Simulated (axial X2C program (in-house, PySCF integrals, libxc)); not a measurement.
**Outer orbitals of BaSi at 3.034 Å, PBEsol**

All values were computed with an axial X2C code built on PySCF integrals. Spin-free means the one-electron spin-free X2C Hamiltonian; two-component (2c) means X2C with spin–orbit coupling and atomic mean-field two-electron Coulomb and Gaunt terms, so the difference of the two also holds small scalar two-electron terms. Basis: Ba dyall-cv3z [14s14p9d5f1g], Si dyall-v3z [8s7p2d1f] (cores contracted in-house); Gaussian nuclei, density fitting, unrestricted open shells. Masses: Ba 137.905 u, Si 27.977 u.

The distance is close to the 2c PBE0 minimum; the highest filled and lowest empty levels are listed.

Spin-free orbitals, state M_S = 1, Λ = 0 (beyond evenly filled blocks: π+α, π-α) (Löwdin shares):

```json
{"symmetry": "σα", "occupied": "yes", "ε (eV)": "-33.09", "atomic character": "99% Ba s"}
{"symmetry": "σβ", "occupied": "yes", "ε (eV)": "-33.02", "atomic character": "99% Ba s"}
{"symmetry": "π-α", "occupied": "yes", "ε (eV)": "-18.35", "atomic character": "100% Ba p"}
{"symmetry": "π+α", "occupied": "yes", "ε (eV)": "-18.35", "atomic character": "100% Ba p"}
{"symmetry": "π+β", "occupied": "yes", "ε (eV)": "-18.29", "atomic character": "100% Ba p"}
{"symmetry": "π-β", "occupied": "yes", "ε (eV)": "-18.29", "atomic character": "100% Ba p"}
{"symmetry": "σα", "occupied": "yes", "ε (eV)": "-18.21", "atomic character": "96% Ba p"}
{"symmetry": "σβ", "occupied": "yes", "ε (eV)": "-18.02", "atomic character": "97% Ba p"}
{"symmetry": "σα", "occupied": "yes", "ε (eV)": "-9.84", "atomic character": "76% Si s, 8% Ba p, 8% Ba d"}
{"symmetry": "σβ", "occupied": "yes", "ε (eV)": "-8.32", "atomic character": "76% Si s, 8% Ba d, 8% Ba p"}
{"symmetry": "σα", "occupied": "yes", "ε (eV)": "-3.87", "atomic character": "68% Si p, 15% Ba s, 11% Ba d"}
{"symmetry": "π-α", "occupied": "yes", "ε (eV)": "-3.81", "atomic character": "72% Si p, 21% Ba d, 4% Ba p"}
{"symmetry": "π+α", "occupied": "yes", "ε (eV)": "-3.81", "atomic character": "72% Si p, 21% Ba d, 4% Ba p"}
{"symmetry": "σβ", "occupied": "yes", "ε (eV)": "-3.21", "atomic character": "58% Ba s, 28% Si p, 10% Ba p"}
{"symmetry": "σα", "occupied": "no", "ε (eV)": "-2.51", "atomic character": "66% Ba s, 24% Ba d, 4% Ba p"}
{"symmetry": "π-β", "occupied": "no", "ε (eV)": "-2.48", "atomic character": "51% Si p, 45% Ba d"}
{"symmetry": "π+β", "occupied": "no", "ε (eV)": "-2.48", "atomic character": "51% Si p, 45% Ba d"}
{"symmetry": "σβ", "occupied": "no", "ε (eV)": "-2.48", "atomic character": "45% Ba d, 30% Si p, 21% Ba s"}
```

Spinors with spin–orbit coupling (state Ω = 1):

```csv
ω,occupied,ε (eV),atomic character,λ mixture
1/2,yes,-33.09,99% Ba s,100% σ
-1/2,yes,-33.01,99% Ba s,100% σ
1/2,yes,-19.61,99% Ba p,"68% π, 32% σ"
-1/2,yes,-19.60,99% Ba p,"74% π, 26% σ"
3/2,yes,-17.69,100% Ba p,100% π
-3/2,yes,-17.63,100% Ba p,100% π
1/2,yes,-17.59,97% Ba p,"69% σ, 31% π"
-1/2,yes,-17.46,97% Ba p,"74% σ, 26% π"
1/2,yes,-9.84,"76% Si s, 8% Ba p, 8% Ba d",100% σ
-1/2,yes,-8.32,"76% Si s, 8% Ba d, 8% Ba p",100% σ
1/2,yes,-3.87,"68% Si p, 15% Ba s, 12% Ba d",100% σ
-1/2,yes,-3.83,"71% Si p, 21% Ba d, 4% Ba p",100% π
3/2,yes,-3.80,"72% Si p, 21% Ba d, 4% Ba p",100% π
-1/2,yes,-3.21,"58% Ba s, 28% Si p, 10% Ba p",100% σ
1/2,no,-2.53,"42% Ba s, 32% Ba d, 20% Si p","64% σ, 36% π"
1/2,no,-2.49,"38% Ba d, 35% Si p, 23% Ba s","64% π, 36% σ"
-1/2,no,-2.48,"45% Ba d, 29% Si p, 21% Ba s",100% σ
-3/2,no,-2.47,"51% Si p, 46% Ba d",100% π
```

Mulliken charges and populations of the two-component result (they depend on the basis, above all on diffuse functions):

Ba 0.48 e (s 10.82 p 24.13 d 20.54 f 0.03), Si -0.48 e (s 5.95 p 8.50 d 0.03). ⟨Lz⟩ = 0.00 ħ and ⟨Sz⟩ = 1.00 ħ (0.00 and 1.00 on the two atoms), which add up to Ω.

The state is one determinant whose occupation by symmetry is held fixed; it was picked as the lowest of a PBE0 search that is not exhaustive. Density functionals use the spin component along the axis (collinear). Other states lie close and PBE0, whose exact exchange favours high spin, may order them wrongly; the determinant shown need not be the ground state. The nearest other spin-free determinant of the search, M_S = 2, Λ = 0, lies 0.12 eV up at the distance of the search. With several unpaired electrons one determinant need not be a pure state. Open-shell Ω = 0 determinants with evenly filled partner blocks cannot be reached by this program, so the Ω shown need not be the lowest component. This is the Ω = 1 component of a π² triplet; the 0⁺ component is not one determinant and can lie lowest. The determinant is spin-polarised beyond a pure state at some levels (its spin-free form has ⟨S²⟩ too high), which makes Re and μ there less reliable.
